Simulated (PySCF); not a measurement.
A GIAO shielding run with PySCF (density fitting, non-relativistic, gas phase) on SMILES C[C@]([SiH3])(CN)[SiH2]S[SiH3], C3H15NSSi3:

```
$ OMP_NUM_THREADS=1 python probes_run.py task.json out

{"job": {"kind": "nmr", "xc": "PBE0", "basis": "pcSseg-1"}, "charge": 0, "multiplicity": 1}
C     -1.754404     1.326455     0.575555
C     -0.725464     0.275193     0.159489
Si    -0.164318     0.598340    -1.651174
C     -1.377282    -1.102753     0.060494
N     -1.980607    -1.183634    -1.263731
Si     0.671055     0.279612     1.442590
S      2.070429    -1.319293     1.094777
Si     3.603423    -0.469680    -0.133324
H     -2.594059     1.353447    -0.117458
H     -1.304903     2.317205     0.589875
H     -2.145645     1.122615     1.573523
H      0.490405    -0.566430    -2.230944
H     -1.254065     1.115254    -2.473484
H      0.837048     1.684734    -1.570637
H     -2.093162    -1.277713     0.878315
H     -0.608953    -1.878115     0.118229
H     -2.160168    -2.141853    -1.542635
H     -2.860525    -0.680893    -1.286085
H      1.399566     1.545980     1.449542
H      0.181395    -0.028676     2.785142
H      3.112911    -0.331951    -1.497423
H      3.969335     0.825776     0.427209
H      4.683238    -1.436635    -0.018648
```

Hardware: 1 thread of an Arm Neoverse N1, shared host. The job also computes population analyses, field gradients.

(1) How large is the calculation?

(2) How long does it take, and how much memory does it need?

Answers

(1) 98 electrons, 239 basis functions and 1331 auxiliary functions.

(2) 120 s of wall time, with 12 SCF cycles and 4 response iterations; peak memory 1.1 GiB. Times on a shared host scatter by some tens of per cent.
